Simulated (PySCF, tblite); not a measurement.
Species: C5H10OSSi.
SMILES with atom numbers: `[O:1]=[C:2]1[CH2:3][S:4][C@@H:5]([CH2:6][SiH3:7])[CH2:8]1` (hydrogens: H9, H10 on C3; H11 on C5; H12, H13 on C6; H14, H15, H16 on Si7; H17, H18 on C8)

Computed with GFN2-xTB (tblite), gas phase: Langevin dynamics at 300 K from the optimised GFN2-xTB geometry, time step 0.5 fs, friction 0.01 fs⁻¹, 2000 steps. Over the second half of the run the saved frames average 305 K.

Frame at 250 fs, instantaneous temperature 282 K:
```
atom  x, y, z in Å
O1     -2.628    1.509   -1.108
C2     -2.155    0.589   -0.535
C3     -2.675   -0.218    0.597
S4     -1.265   -0.760    1.669
C5      0.002   -0.235    0.435
C6      1.060   -1.228    0.242
Si7     2.532   -0.531   -0.766
C8     -0.771    0.040   -0.927
H9     -3.415    0.384    1.185
H10    -3.218   -1.087    0.207
H11     0.388    0.753    0.693
H12     1.365   -1.675    1.174
H13     0.595   -2.005   -0.339
H14     3.466   -1.666   -0.782
H15     3.070    0.648   -0.065
H16     2.055   -0.176   -2.094
H17    -0.981   -0.972   -1.395
H18    -0.378    0.728   -1.636
```

Frame at 425 fs, instantaneous temperature 220 K:
```
atom  x, y, z in Å
O1     -2.516    0.785   -1.442
C2     -1.849    0.285   -0.518
C3     -2.339   -0.032    0.846
S4     -1.130   -1.250    1.465
C5      0.302   -0.202    0.712
C6      1.522   -0.997    0.712
Si7     2.816   -0.644   -0.700
C8     -0.392   -0.052   -0.664
H9     -2.119    0.759    1.558
H10    -3.443   -0.374    0.797
H11     0.370    0.646    1.361
H12     2.040   -0.838    1.620
H13     1.312   -2.077    0.773
H14     3.892   -1.512   -0.360
H15     3.279    0.721   -0.665
H16     2.340   -0.737   -2.092
H17    -0.402   -0.994   -1.212
H18     0.135    0.629   -1.297
```

Frame at 625 fs, instantaneous temperature 320 K:
```
atom  x, y, z in Å
O1     -2.772    0.907   -1.149
C2     -2.028    0.301   -0.471
C3     -2.378   -0.062    0.994
S4     -1.057   -1.145    1.573
C5      0.190   -0.315    0.425
C6      1.446   -1.268    0.279
Si7     2.759   -0.540   -0.912
C8     -0.644   -0.126   -0.797
H9     -2.475    0.906    1.544
H10    -3.337   -0.588    1.264
H11     0.577    0.544    1.058
H12     1.866   -1.412    1.317
H13     1.136   -2.290   -0.018
H14     3.843   -1.545   -0.966
H15     3.311    0.670   -0.344
H16     2.255   -0.151   -2.212
H17    -0.779   -1.121   -1.277
H18    -0.276    0.543   -1.493
```

Frame at 800 fs, instantaneous temperature 293 K:
```
atom  x, y, z in Å
O1     -2.719    0.944   -1.463
C2     -1.930    0.406   -0.656
C3     -2.414    0.057    0.688
S4     -1.264   -1.121    1.363
C5      0.088   -0.476    0.338
C6      1.261   -1.393    0.429
Si7     2.877   -0.829   -0.368
C8     -0.619   -0.138   -0.944
H9     -2.401    0.934    1.336
H10    -3.409   -0.413    0.559
H11     0.307    0.452    0.909
H12     1.390   -1.486    1.436
H13     0.906   -2.345    0.072
H14     3.792   -1.992   -0.068
H15     3.422    0.401    0.192
H16     2.629   -0.760   -1.691
H17    -0.754   -1.031   -1.573
H18     0.021    0.553   -1.535
```

Frame at 1000 fs, instantaneous temperature 285 K:
```
atom  x, y, z in Å
O1     -2.256    0.810   -1.863
C2     -1.827    0.173   -0.952
C3     -2.363    0.193    0.423
S4     -1.323   -0.719    1.596
C5      0.074   -0.590    0.313
C6      1.230   -1.451    0.663
Si7     2.703   -1.487   -0.619
C8     -0.650   -0.750   -0.988
H9     -2.400    1.298    0.614
H10    -3.404   -0.223    0.447
H11     0.368    0.493    0.423
H12     1.393   -1.190    1.746
H13     0.861   -2.502    0.681
H14     3.825   -2.175   -0.051
H15     2.915   -0.066   -0.794
H16     2.271   -2.178   -1.903
H17    -0.942   -1.807   -1.229
H18    -0.072   -0.522   -1.869
```

Question: What do single points at PBE0/pcSseg-1 (PySCF, gas phase) give on these frames?

Answer: 
| t (fs) | GFN2-xTB E above start (eV) | DFT E above lowest frame (eV) | HOMO (eV) | LUMO (eV) | dipole (D) |
| --- | --- | --- | --- | --- | --- |
| 250 | 0.50 | 0.00 | -6.77 | -0.91 | 1.86 |
| 425 | 0.82 | 0.44 | -6.65 | -1.13 | 2.66 |
| 625 | 0.58 | 0.05 | -6.61 | -0.75 | 1.65 |
| 800 | 0.81 | 0.37 | -6.63 | -1.26 | 2.37 |
| 1000 | 0.59 | 0.08 | -6.72 | -0.80 | 2.13 |

Both levels order the frames alike by energy; measured from each level's lowest frame they differ by 0.12 eV at most. The HOMO–LUMO gap runs from 5.37 to 5.92 eV. These are instantaneous structures, not minima.

Question: And the isotropic GIAO shieldings (ppm) from the same runs?

Answer: 
| atom | 250 fs | 425 fs | 625 fs | 800 fs | 1000 fs | mean | range |
| --- | --- | --- | --- | --- | --- | --- | --- |
| O1 | -305.2 | -372.0 | -289.8 | -403.5 | -292.1 | -332.5 | 113.7 |
| C2 | -21.3 | -40.8 | -21.4 | -46.1 | -25.7 | -31.1 | 24.8 |
| C3 | 143.6 | 136.6 | 139.5 | 141.6 | 138.9 | 140.0 | 7.0 |
| S4 | 483.3 | 342.4 | 439.1 | 485.1 | 437.2 | 437.4 | 142.7 |
| C5 | 144.4 | 136.5 | 134.1 | 140.4 | 129.9 | 137.1 | 14.5 |
| C6 | 164.9 | 175.0 | 160.3 | 178.5 | 167.5 | 169.2 | 18.2 |
| Si7 | 420.0 | 428.2 | 426.9 | 428.7 | 418.7 | 424.5 | 10.0 |
| C8 | 120.4 | 128.7 | 141.6 | 143.1 | 139.4 | 134.6 | 22.7 |
| H9 | 28.1 | 26.8 | 28.2 | 27.6 | 27.6 | 27.7 | 1.4 |
| H10 | 27.7 | 26.9 | 27.4 | 27.5 | 27.4 | 27.4 | 0.8 |
| H11 | 28.5 | 28.4 | 26.8 | 27.7 | 27.5 | 27.8 | 1.7 |
| H12 | 30.8 | 31.0 | 29.3 | 32.2 | 29.2 | 30.5 | 3.0 |
| H13 | 31.1 | 29.9 | 30.1 | 31.2 | 29.9 | 30.4 | 1.3 |
| H14 | 27.6 | 28.4 | 27.5 | 27.3 | 28.0 | 27.8 | 1.1 |
| H15 | 27.8 | 28.2 | 28.1 | 28.0 | 27.8 | 28.0 | 0.4 |
| H16 | 28.0 | 27.5 | 28.0 | 29.4 | 27.1 | 28.0 | 2.3 |

What follows is the cost of the whole dynamics run. The run took 16 s on an Intel Xeon Platinum 8488C with one thread, shared host with 192 logical CPUs at a one-minute load of 4.8, and the process peaked at 0.18 GiB of memory.
